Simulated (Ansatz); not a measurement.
Geometry optimisation, RKS PBE0-D4/6-31G in Ansatz.

input.yaml

```yaml
crystal:
  periodic: [false, false, false]
  atoms:
    - { symbol: S, position_ang: [-1.995, 1.2269, -0.3524] }
    - { symbol: Si, position_ang: [-0.2021, 1.1707, 0.7645] }
    - { symbol: O, position_ang: [0.3383, -0.2769, 0.6796] }
    - { symbol: Si, position_ang: [1.087, -1.0077, -0.5381] }
    - { symbol: H, position_ang: [-2.48, 0.0502, -0.0227] }
    - { symbol: H, position_ang: [0.7389, 2.2112, 0.2327] }
    - { symbol: H, position_ang: [2.4441, -1.2518, -0.1012] }
    - { symbol: H, position_ang: [0.1609, -2.1797, -0.7183] }
basis:
  gaussian: { orbitals: "6-31G" }
hamiltonian:
  xc: pbe0
  dispersion: d4
relax:
  f_tol: 0.02
  max_steps: 40
scf:
  lower_state_search: "off"
```

Command:

```bash
$ ansatz run input.yaml --threads 1 --pin off --max-ram 2048MiB --backend cpu --events-out ev --progress --plain --runs-dir out
```

Problem. Where does it end, and by what steps?

Solution. It converged. Limits of this set-up: no polarisation functions. After 14 steps the energy has fallen by 2.168 eV; O3 moved furthest, 0.72 Å.

```csv
step,energy less start (eV),largest force component (eV/Å),accepted
0,0.0000,5.320,yes
1,-1.2530,2.419,yes
2,-1.7997,1.342,yes
3,-2.0009,0.883,yes
4,-2.1244,0.437,yes
5,-2.1282,0.592,yes
6,-2.1411,1.118,yes
7,-2.1570,0.239,yes
8,-2.1538,0.244,no
9,-2.1652,0.065,yes
10,-2.1662,0.061,yes
11,-2.1669,0.040,yes
12,-2.1672,0.035,yes
13,-2.1677,0.070,yes
14,-2.1682,0.018,yes
```

```xyz
8
Properties=species:S:1:pos:R:3
S -2.188 1.373 -0.377
Si -0.295 1.234 0.861
O 0.727 0.028 0.157
Si 1.356 -1.327 -0.586
H -2.894 0.330 0.175
H 0.391 2.525 0.446
H 2.639 -1.782 0.058
H 0.357 -2.438 -0.790
```

Whether the end is a true minimum wasn't checked by a vibrational analysis.

The run took 20 s on 1 thread of Intel(R) Xeon(R) 6975P-C (Granite Rapids), with other jobs on the host, peak memory 0.13 GiB.
